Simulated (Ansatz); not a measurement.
Computed with Ansatz on PBE0-D4/def2-TZVP structures; ΔE is electronic, products minus reactants. CBS: MP2 limit from def2 TZ/QZ plus the TZ coupled-cluster correction, frozen cores. This one scheme is used for every species. DFT in def2-TZVPP. B3LYP here is the variant with VWN-RPA as its local correlation; programs differ in this. Each species was taken in one conformer, which may not be the lowest.

Consider the ligand exchange at the Si–O bond: `O[SiH](O)O[SiH](O)F` + `O[Si](F)(F)F` → `O[SiH](O)O[Si](F)(F)F` + `O[SiH](O)F`.

| level | ΔE (kcal/mol) |
| --- | --- |
| PBE-D4 | 0.1 |
| r2SCAN-D4 | 0.1 |
| ωB97X-V | 0.1 |
| ωB97M-V | 0.2 |
| PBE | 0.1 |
| B3LYP | -0.3 |
| HF/def2-TZVPP | -1.0 |
| SCS-MP2/def2-TZVPP | -0.2 |

**Question.** What does CCSD(T)/CBS give? (An estimate is asked.)

**Answer.** Ansatz gave: -0.1 kcal/mol. The listed levels differ from it by 0.2, 0.2, 0.2, 0.3, 0.2, -0.2, -0.9, -0.1 kcal/mol.

Largest T1 diagnostic among the species: 0.012.

In def2-TZVPP, CCSD(T) changes the Hartree–Fock value by +1.0 kcal/mol (the triples alone add +0.2 kcal/mol) and MP2 by +1.0 kcal/mol.
